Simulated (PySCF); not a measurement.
Job for PySCF: D3(BJ) and D4 dispersion corrections on GeH4 (SMILES [GeH4]).

```python
from pyscf import gto
from pyscf.dispersion import dftd3, dftd4

mol = gto.M(
    atom='''
    Ge   -0.15182131   -0.51402076   -0.00192693
    H    -1.49489666    0.14345315    0.32297864
    H     0.05049723   -0.53408449   -1.53086324
    H    -0.07597583   -1.94448337    0.53690278
    H     0.99626272    0.32648531    0.59237580
    ''',
    basis='def2-svp',
    charge=0, spin=0, verbose=0, max_memory=1800)
d3, d4 = {}, {}
for xc in ['hf', 'pbe', 'blyp', 'revpbe', 'tpss', 'r2scan', 'b3lyp', 'pbe0', 'bhlyp', 'camb3lyp', 'b2plyp']:
    d3[xc] = float(dftd3.DFTD3Dispersion(mol, xc=xc, version='d3bj', atm=False).get_dispersion()['energy'])
    print(f'D3(BJ) {xc:10s} {d3[xc]:14.8f} Eh')
for xc in ['hf', 'pbe', 'blyp', 'revpbe', 'tpss', 'r2scan', 'b3lyp', 'pbe0', 'bhlyp', 'camb3lyp', 'b2plyp']:
    d4[xc] = float(dftd4.DFTD4Dispersion(mol, xc={'camb3lyp': 'cam-b3lyp'}.get(xc, xc), atm=True).get_dispersion()['energy'])
    print(f'D4     {xc:10s} {d4[xc]:14.8f} Eh')
```

Output:

```
D3(BJ) hf            -0.01826343 Eh
D3(BJ) pbe           -0.00176419 Eh
D3(BJ) blyp          -0.00388625 Eh
D3(BJ) revpbe        -0.00458798 Eh
D3(BJ) tpss          -0.00220698 Eh
D3(BJ) r2scan        -0.00043833 Eh
D3(BJ) b3lyp         -0.00318120 Eh
D3(BJ) pbe0          -0.00149541 Eh
D3(BJ) bhlyp         -0.00255748 Eh
D3(BJ) camb3lyp      -0.00132932 Eh
D3(BJ) b2plyp        -0.00147859 Eh
D4     hf            -0.00633972 Eh
D4     pbe           -0.00157961 Eh
D4     blyp          -0.00363030 Eh
D4     revpbe        -0.00539823 Eh
D4     tpss          -0.00214026 Eh
D4     r2scan        -0.00035207 Eh
D4     b3lyp         -0.00257140 Eh
D4     pbe0          -0.00129564 Eh
D4     bhlyp         -0.00185848 Eh
D4     camb3lyp      -0.00128978 Eh
D4     b2plyp        -0.00108142 Eh
```

The run finished.

Cost: very roughly 0.020 core-seconds.
